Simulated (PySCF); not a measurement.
C₅H₄F₂, SMILES C=C=C(/C=C\F)F. Heavy atoms are numbered as in [CH2:1]=[C:2]=[C:3]([F:4])/[CH:5]=[CH:6]\[F:7]. Hydrogens are named by the atom that carries them.

The structure is a stationary point at PBE0-D3(BJ)/def2-SVP. The structure was generated by enumeration; whether it is a known compound was not checked. The values are those of a single conformer.

Calculation: B3LYP/def2-TZVP run with PySCF.

ESP charges are fitted to the potential on shells at 1.4 to 2.0 van der Waals radii. Atomic charges (e), one atom of each kind:

```
atom      ESP fit  Löwdin  Mulliken
--------  -------  ------  --------
C1 (CH2)    -0.45   -0.17     -0.24
C2          -0.01       …      0.05
C3           0.35       …      0.17
F4          -0.21    0.18     -0.21
C5 (CH)     -0.37       …     -0.21
C6 (CH)      0.02       …      0.10
F7          -0.10    0.20     -0.19
H on C1      0.21       …      0.14
H on C5      0.20    0.17      0.14
H on C6      0.15    0.13      0.12
```

Question: Some entries are withheld; supply them. (Estimate from the structure and the level; the computed values follow.)

Answer: 
- C2, Löwdin: -0.06
- C3, Löwdin: -0.29
- C5 (CH), Löwdin: -0.17
- C6 (CH), Löwdin: -0.27
- H on C1, Löwdin: 0.14

Computed Mayer and Wiberg (Löwdin basis) orders of the bonds:
| bond | Mayer | Wiberg |
|---|---|---|
| C1–C2 | 1.96 | 2.19 |
| C2–C3 | 1.77 | 1.86 |
| C3–F4 | 1.03 | 1.67 |
| C3–C5 | 1.13 | 1.25 |
| C5–C6 | 1.76 | 2.01 |
| C6–F7 | 1.07 | 1.79 |
